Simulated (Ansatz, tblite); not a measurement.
Forces on GaH2(CCH) (C2H3Ga) at its PBE-D4/def2-TZVP geometry. Total charge 0; singlet.

The xTB rows come from tblite.

GFN1-xTB (tblite), largest force 1.59 eV/Å:

```xyz
6
positions Å, forces eV/Å
Ga   -0.984   -0.414   -0.745   -0.763   -0.320   -0.578
H    -2.066    0.635   -1.181    0.235   -0.278    0.081
H    -1.014   -1.928   -1.153   -0.029    0.364    0.074
C     0.469    0.195    0.356    1.203    0.508    0.911
C     1.391    0.585    1.055   -0.396   -0.168   -0.300
H     2.203    0.926    1.669   -0.251   -0.106   -0.189
```

GFN2-xTB (tblite), largest force 1.61 eV/Å:

```
Ga -0.311 -0.130 -0.235
H 0.007 -0.123 -0.027
H -0.081 0.091 -0.029
C 1.214 0.512 0.919
C -0.373 -0.158 -0.283
H -0.455 -0.192 -0.344
```

r2SCAN-D4/def2-TZVP (Ansatz), largest force 0.57 eV/Å:

```
Ga 0.012 0.005 0.010
H 0.147 -0.141 0.059
H 0.005 0.205 0.056
C 0.434 0.185 0.328
C -0.388 -0.165 -0.294
H -0.210 -0.088 -0.159
```
